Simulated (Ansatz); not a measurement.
```xyz
22

C    -2.838   -1.318    1.908
C    -1.405   -1.259    1.494
O    -0.543   -2.016    1.821
O    -1.174   -0.171    0.703
B    -0.060    0.005   -0.076
O     0.510   -1.075   -0.697
C     1.819   -1.151   -1.076
C     2.028   -2.275   -2.036
O     2.661   -0.424   -0.646
O     0.335    1.272   -0.418
C     0.238    2.362    0.397
C     0.399    3.624   -0.385
O     0.084    2.277    1.577
H    -3.097   -0.399    2.437
H    -3.001   -2.181    2.549
H    -3.476   -1.375    1.024
H     1.405   -2.128   -2.920
H     1.711   -3.210   -1.569
H     3.077   -2.331   -2.316
H     0.336    4.481    0.280
H    -0.373    3.683   -1.155
H     1.364    3.610   -0.895
```

Total charge 0; spin multiplicity 1.

**Question.** List the PBE/def2-TZVPP orbital energies in eV (Ansatz). (An estimate is asked.)

**Answer.** Ansatz gave: Occupied: -511.51, -511.51, -511.51, -510.14, -510.14, -510.14, -272.61, -272.61, -272.61, -269.34, -269.34, -269.34, -179.75, -28.26, -27.68, -27.68, -25.92, -25.57, -25.57, -19.23, -18.94, -18.94, -16.44, -15.47, -15.47, -12.47, -12.27, -12.27, -11.99, -11.86, -11.86, -11.53, -11.53, -11.50, -10.26, -10.21, -10.20, -10.00, -9.80, -9.80, -9.35, -9.04, -9.04, -8.54, -8.04, -8.04, -6.72, -6.52, -6.52. Lowest empty: -1.89, -1.16, -1.16, 0.06, 0.53, 0.70, 0.70, 1.75.
